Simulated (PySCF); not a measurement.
Compound: C6H9NO.
Geometry (PBE0-D3(BJ)/def2-SVP, Å), atoms numbered from 1 in this order:
```xyz
17
C6H9NO angstrom
C      2.2323    0.5582   -0.1292
O      1.5633   -0.6572   -0.2823
C      0.2194   -0.6031   -0.1956
C     -0.6147   -1.7449   -0.3259
C     -1.9123   -1.2965   -0.1908
N     -1.8977    0.0514    0.0096
C     -3.0453    0.8757    0.2682
C     -0.5951    0.4983    0.0158
H      1.9349    1.2885   -0.9053
H      3.3074    0.3565   -0.2239
H      2.0383    1.0085    0.8628
H     -0.2846   -2.7646   -0.5072
H     -2.8520   -1.8447   -0.2229
H     -3.1165    1.1597    1.3316
H     -3.0058    1.7947   -0.3361
H     -3.9558    0.3270   -0.0062
H     -0.3627    1.5500    0.1576
```

Linear response at PBE0/def2-SVPD (PySCF, frozen core in the response, non-relativistic).

Static isotropic polarisability: 83.53 au (12.38 Å³), principal values 58.1, 88.2, 104.3 au.

(1) What is the polarisability at 1064 nm and at the sodium D line?

(2) What is the isotropic C6 coefficient between two such molecules, C6 = (3/π)∫α(iω)² dω?

(3) Which effective excitation energy ω̄ makes London's formula C6 = (3/4)α²ω̄ exact here?

(4) What n − 1 at the D line would an ideal gas of it have at 273.15 K and 1 atm (2.6868 × 10¹⁹ cm⁻³), by n − 1 = 2π·N·α′?

(5) What molar refraction at the D line follows from R = (4π/3)·N_A·α′, with α′ the polarisability volume?

(6) What three-body coefficient follows from the one-pole estimate C9 = (3/4)·α·C6?

(7) The lowest 6 singlets have (eV, f): 5.32, 0.011; 5.77, 0.094; 5.84, 0.011; 5.97, 0.008; 6.17, 0.001; 6.35, 0.078. What share of the static polarisability do they carry in the sum over states α = Σ f/ω²?

(8) How anisotropic is the static polarisability, by Δα² = ½[(α1 − α2)² + (α2 − α3)² + (α3 − α1)²]?

## Answers

(1) 84.38 au at 1064 nm (+1.0 %), 86.42 au at 589.3 nm (+3.5 %). The rise at 589.3 nm is 3.42 times that at 1064 nm; a pure ω² law gives 3.26. The lowest singlet lies at 233 nm, shorter than both wavelengths.

(2) 2844 au (Eh·bohr⁶) by a ten-point quadrature over imaginary frequencies, which is 1700 eV·Å⁶ or 164 J·nm⁶/mol.

(3) ω̄ = 4·C6/(3α²) = 0.543 Eh = 14.8 eV. A one-pole form α(ω) = α/(1 − ω²/ω̄²) fitted to the 1064 nm value gives 11.7 eV.

(4) 21.62 × 10⁻⁴, a formal value whether or not that pressure can be reached.

(5) α′ = 12.81 Å³ gives R = 32.30 cm³/mol, for isolated, non-vibrating species.

(6) 178000 au. This is an estimate from the two numbers above, not a computed integral.

(7) 4.24 au, 5.1 % of α; the largest term, 2.08 au, is that of the state at 5.77 eV. Their oscillator strengths add up to 0.20. Higher states carry the rest.

(8) Δα = 40.6 au, or 0.49 of the isotropic value.

Rough CPU time on one thread of a shared machine: about 2.3 min (with the writing of density and orbital grids). This is the whole response run at PBE0/def2-SVPD, SCF included.

One conformer stands for the species.
